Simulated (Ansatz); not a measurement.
Abridged output of a molecular run in Ansatz:

```
Functional definition: HF
1514 factors; integrals over basis functions are off by at most 8.8e-4 eV
mean field evaluation 1: about -11116.8706 eV, gradient 3.7e1 eV
mean field evaluation 2: about -11117.0652 eV, gradient 3.7e1 eV
mean field evaluation 4: about -11120.1025 eV, gradient 3.4e0 eV
mean field evaluation 8: about -11120.1499 eV, gradient 3.2e-1 eV
mean field -11120.15019408 eV, -408.6579821239 hartree, gradient 2.4e-6 eV, S^2 0.000000; 0 other end points of the search recorded, 0 dependent functions left out
7 core orbitals not correlated: weight in the atoms' cores, before any rotation towards them, 1.000 or more for the frozen orbitals, at most 0.000 for the correlated occupied ones
reference -11120.15019408 eV, -408.6579821239 hartree; 18, 18 occupied and 202, 202 virtual orbitals, 1514 factors
second order -26.45527823 eV of doubles, -0.00000000 eV of singles
cycle   1  -26.33998684 eV  change    1.2e-1 eV  update   1.1e-1
cycle   2  -26.99530444 eV  change   -6.6e-1 eV  update   3.3e-2
cycle   3  -27.11960887 eV  change   -1.2e-1 eV  update   1.7e-2
cycle   4  -27.10489679 eV  change    1.5e-2 eV  update   4.0e-3
cycle   5  -27.10204053 eV  change    2.9e-3 eV  update   1.7e-3
cycle   6  -27.10263377 eV  change   -5.9e-4 eV  update   5.2e-4
cycle   7  -27.10247958 eV  change    1.5e-4 eV  update   2.1e-4
cycle   8  -27.10237454 eV  change    1.1e-4 eV  update   7.2e-5
cycle   9  -27.10240031 eV  change   -2.6e-5 eV  update   2.9e-5
perturbative correction -0.88738969 eV, -0.0326109696 hartree
Total energy: -11148.13998408 eV, -409.6865879341 hartree
```

Its atoms:

Cartesian coordinates in Å:
```
F 1.395 0.945 -1.213
C 1.433 -0.060 -0.219
N 0.398 0.044 0.717
Sn -1.532 -0.133 0.071
H 2.413 0.036 0.257
H 1.371 -1.006 -0.764
H 0.555 0.794 1.376
H -2.451 -0.431 1.475
H -1.496 -1.467 -0.987
H -2.086 1.278 -0.713
```

Q: Which basis set was used?
A. cc-pV(D+d)Z
B. def2-SVP
C. def2-TZVPP
D. cc-pV(Q+d)Z

A: C. It gives 227 functions.

Q: Write the keys of the input that set method, charge and spin (a neutral closed shell needs none for the last two).

A: 
```yaml
correlation: {method: ccsd_t}
```
